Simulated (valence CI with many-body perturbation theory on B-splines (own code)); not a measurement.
## Yb XLVIII: E2, M1 decay

Method: configuration interaction combined with many-body perturbation theory (CI+MBPT): five valence electrons over a frozen Dirac-Fock core [Ar], a basis of 7 s, 7 p, 8 d, 6 f, 4 g, 1 h functions for each j, with the one-electron correlation potential Σ1, the two-electron term Σ2, the three-electron term Σ3, Breit, model QED; selected CI, second order for the rest, scaled by the run's own slope (own B-spline code, finite nucleus).

No measured spectrum was set against this ion. As an estimate, large intervals hold to a few tenths of a per cent, small ones and those within an open d or f shell to about a per cent. Among the levels kept, up to 250 cm⁻¹ of a level comes from second order outside the variational space, and about a tenth of that is noise between levels of different J, which matters for small intervals. The list stops below the first excitations out of the core. Only levels of the ground parity were solved; by the run's estimate the other parity begins above the list, which can be wrong where configurations are misplaced.

Lines 51 to 100 of 120 in falling wavelength, among levels below 230.10 eV, chosen from the decays that carry over 1 % of a level's rate. Wavelengths and rates use the calculated energies. Electric multipoles are in the length gauge, E1 and E2 with the static RPA response of the core. Weak lines are less certain than strong ones. Lines between different terms over intervals too small for the method are left out, as are lines whose strength nearly cancels. The highest levels of a list are the least certain.

Levels are named by their leading jj configuration (3d3/2^4 stands for four electrons in 3d with j = 3/2), which in mixed levels can hold well under half, so a name can repeat and another be missing. Letters in brackets count levels of one name in rising energy.

```tsv
λ vac (nm)	Upper	Lower	Type	A (s⁻¹)	Branch %
23.47	(3d3/2 3d5/2^4) J=7/2 [a]	(3d3/2^2 3d5/2^3) J=5/2 [b]	M1	5.57e+05	16.0
23.37	(3d3/2^2 3d5/2^3) J=5/2 [a]	(3d3/2^3 3d5/2^2) J=5/2 [a]	M1	2.92e+06	90.9
23.07	(3d3/2^2 3d5/2^3) J=13/2	(3d3/2^3 3d5/2^2) J=11/2	M1	2.28e+05	99.8
23.03	(3d3/2^3 3d5/2^2) J=7/2 [a]	(3d3/2^4 3d5/2) J=5/2	M1	6.94e+05	99.0
23.01	(3d3/2^2 3d5/2^3) J=5/2 [c]	(3d3/2^3 3d5/2^2) J=7/2 [b]	M1	6.82e+05	31.0
22.94	(3d3/2 3d5/2^4) J=5/2 [a]	(3d3/2^2 3d5/2^3) J=7/2 [a]	M1	5.99e+05	12.9
22.89	(3d3/2 3d5/2^4) J=9/2	(3d3/2^2 3d5/2^3) J=7/2 [b]	M1	3.32e+05	13.6
22.68	(3d3/2^2 3d5/2^3) J=1/2 [a]	(3d3/2^3 3d5/2^2) J=3/2 [a]	M1	1.36e+06	63.2
22.38	(3d3/2^3 3d5/2^2) J=3/2 [a]	(3d3/2^4 3d5/2) J=5/2	M1	1.71e+06	100.0
22.20	(3d3/2^2 3d5/2^3) J=3/2 [a]	(3d3/2^3 3d5/2^2) J=3/2 [a]	M1	1.49e+06	47.0
22.18	(3d3/2 3d5/2^4) J=3/2 [a]	(3d3/2^2 3d5/2^3) J=5/2 [b]	M1	5.43e+05	12.4
21.97	(3d3/2^2 3d5/2^3) J=3/2 [b]	(3d3/2^3 3d5/2^2) J=1/2	M1	1.38e+05	16.3
21.96	(3d3/2 3d5/2^4) J=9/2	(3d3/2^2 3d5/2^3) J=9/2 [b]	M1	9.62e+05	39.4
21.96	(3d3/2^2 3d5/2^3) J=7/2 [b]	(3d3/2^3 3d5/2^2) J=5/2 [b]	M1	3.19e+04	5.2
21.87	(3d3/2^2 3d5/2^3) J=5/2 [d]	(3d3/2^2 3d5/2^3) J=5/2 [a]	M1	3.02e+05	17.0
21.71	(3d3/2^2 3d5/2^3) J=5/2 [b]	(3d3/2^3 3d5/2^2) J=3/2 [a]	M1	2.41e+05	14.1
21.69	(3d3/2 3d5/2^4) J=3/2 [a]	(3d3/2^2 3d5/2^3) J=3/2 [a]	M1	1.76e+06	40.5
21.61	(3d3/2^2 3d5/2^3) J=9/2 [b]	(3d3/2^3 3d5/2^2) J=9/2	M1	1.19e+06	56.5
21.39	(3d3/2 3d5/2^4) J=11/2	(3d3/2^2 3d5/2^3) J=13/2	M1	4.02e+05	14.5
21.26	(3d3/2^2 3d5/2^3) J=5/2 [c]	(3d3/2^3 3d5/2^2) J=5/2 [b]	M1	4.72e+04	2.1
21.25	(3d3/2 3d5/2^4) J=3/2 [a]	(3d3/2^2 3d5/2^3) J=1/2 [a]	M1	1.30e+06	29.8
21.14	(3d3/2^2 3d5/2^3) J=5/2 [b]	(3d3/2^3 3d5/2^2) J=7/2 [a]	M1	5.69e+05	33.2
20.93	(3d3/2^2 3d5/2^3) J=3/2 [b]	(3d3/2^3 3d5/2^2) J=5/2 [b]	M1	3.81e+05	44.8
20.91	(3d3/2 3d5/2^4) J=7/2 [a]	(3d3/2^2 3d5/2^3) J=9/2 [a]	M1	1.22e+06	35.1
20.79	(3d3/2^2 3d5/2^3) J=7/2 [b]	(3d3/2^3 3d5/2^2) J=9/2	M1	3.48e+05	56.2
20.68	(3d3/2^2 3d5/2^3) J=7/2 [c]	(3d3/2^3 3d5/2^2) J=7/2 [b]	M1	4.64e+05	39.3
20.64	(3d3/2^3 3d5/2^2) J=9/2	(3d3/2^4 3d5/2) J=5/2	E2	7.89e+01	4.2
20.38	(3d3/2^2 3d5/2^3) J=7/2 [a]	(3d3/2^3 3d5/2^2) J=5/2 [a]	M1	4.20e+05	24.3
20.37	(3d3/2 3d5/2^4) J=11/2	(3d3/2^2 3d5/2^3) J=9/2 [a]	M1	4.83e+05	17.4
20.09	(3d3/2^2 3d5/2^3) J=1/2 [b]	(3d3/2^3 3d5/2^2) J=1/2	M1	6.75e+05	38.3
20.08	(3d3/2 3d5/2^4) J=7/2 [a]	(3d3/2^2 3d5/2^3) J=7/2 [a]	M1	1.00e+06	28.8
20.05	(3d3/2 3d5/2^4) J=5/2 [a]	(3d3/2^2 3d5/2^3) J=5/2 [a]	M1	3.54e+06	76.2
19.91	(3d3/2^2 3d5/2^3) J=9/2 [b]	(3d3/2^3 3d5/2^2) J=11/2	M1	4.20e+05	19.9
19.76	(3d3/2 3d5/2^4) J=11/2	(3d3/2^2 3d5/2^3) J=11/2	M1	1.63e+06	58.8
19.60	(3d3/2^3 3d5/2^2) J=5/2 [b]	(3d3/2^4 3d5/2) J=5/2	M1	1.84e+04	30.2
19.49	(3d3/2^2 3d5/2^3) J=9/2 [b]	(3d3/2^3 3d5/2^2) J=7/2 [a]	M1	3.11e+05	14.8
19.25	(3d3/2^2 3d5/2^3) J=7/2 [c]	(3d3/2^3 3d5/2^2) J=5/2 [b]	M1	2.23e+05	18.9
18.88	(3d3/2 3d5/2^4) J=5/2 [b]	(3d3/2^2 3d5/2^3) J=5/2 [b]	M1	7.73e+05	28.3
18.82	(3d3/2^2 3d5/2^3) J=7/2 [b]	(3d3/2^3 3d5/2^2) J=7/2 [a]	M1	2.91e+04	4.7
18.77	(3d3/2^3 3d5/2^2) J=1/2	(3d3/2^4 3d5/2) J=5/2	E2	2.81e+02	1.8
18.73	(3d3/2^2 3d5/2^3) J=5/2 [c]	(3d3/2^3 3d5/2^2) J=3/2 [a]	M1	3.63e+05	16.5
18.47	(3d3/2^2 3d5/2^3) J=3/2 [b]	(3d3/2^3 3d5/2^2) J=3/2 [a]	M1	2.56e+05	30.0
18.34	(3d3/2^2 3d5/2^3) J=7/2 [c]	(3d3/2^3 3d5/2^2) J=9/2	M1	4.64e+05	39.4
18.31	(3d3/2^3 3d5/2^2) J=7/2 [b]	(3d3/2^4 3d5/2) J=5/2	M1	5.64e+04	93.7
18.30	(3d3/2^2 3d5/2^3) J=5/2 [c]	(3d3/2^3 3d5/2^2) J=7/2 [a]	M1	7.38e+05	33.5
18.27	(3d3/2 3d5/2^4) J=9/2	(3d3/2^2 3d5/2^3) J=9/2 [a]	M1	4.06e+04	1.7
18.26	(3d3/2^2 3d5/2^3) J=3/2 [c]	(3d3/2^3 3d5/2^2) J=3/2 [b]	M1	2.99e+05	41.9
18.21	(3d3/2^2 3d5/2^3) J=9/2 [c]	(3d3/2^3 3d5/2^2) J=7/2 [b]	M1	5.10e+05	74.8
18.09	(3d3/2^2 3d5/2^3) J=3/2 [a]	(3d3/2^3 3d5/2^2) J=5/2 [a]	M1	9.48e+05	29.9
17.83	(3d3/2 3d5/2^4) J=7/2 [a]	(3d3/2^2 3d5/2^3) J=5/2 [a]	M1	1.64e+05	4.7
```
